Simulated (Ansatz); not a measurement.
The same molecule with X = O, S, Te. Ansatz, PBE0-D4/def2-TZVP geometries, multiplicity 1. Each molecule was computed in one conformer, which needn't be the lowest.

Elements past krypton have def2 core potentials.

```csv
X,molecule,mean X–C bond length / Å,mean X–H bond length / Å,size of the dipole moment (ωB97M-V/def2-TZVPP) / D,size of the dipole moment (PBE/def2-TZVPP) / D,HOMO–LUMO gap (ωB97M-V/def2-TZVPP) / eV
O,`OCF`,1.370,0.962,1.82,1.72,14.02
S,`FCS`,1.789,1.342,1.58,1.49,11.86
```

Problem. Give the row for X = Te, `FC[TeH]`. (Estimate.)

Solution. Computed: 
```
 X   molecule  mean X–C bond length / Å  mean X–H bond length / Å  size of the dipole moment (ωB97M-V/def2-TZVPP) / D  size of the dipole moment (PBE/def2-TZVPP) / D  HOMO–LUMO gap (ωB97M-V/def2-TZVPP) / eV
Te  `FC[TeH]`                     2.145                     1.657                                                1.42                                            1.30                                     9.61
```

From O to Te the mean X–C bond length rises at each step, by 0.775 Å in all; the mean X–H bond length rises at each step, by 0.695 Å in all; the HOMO–LUMO gap (ωB97M-V/def2-TZVPP) falls at each step, by 4.41 eV in all. Bonds lengthen as the atom grows down the group. Dipoles are sizes alone, and their direction can turn along the series.

Spin–orbit coupling is left out; it splits and shifts lone-pair levels of the heavy atoms by tenths of an eV.
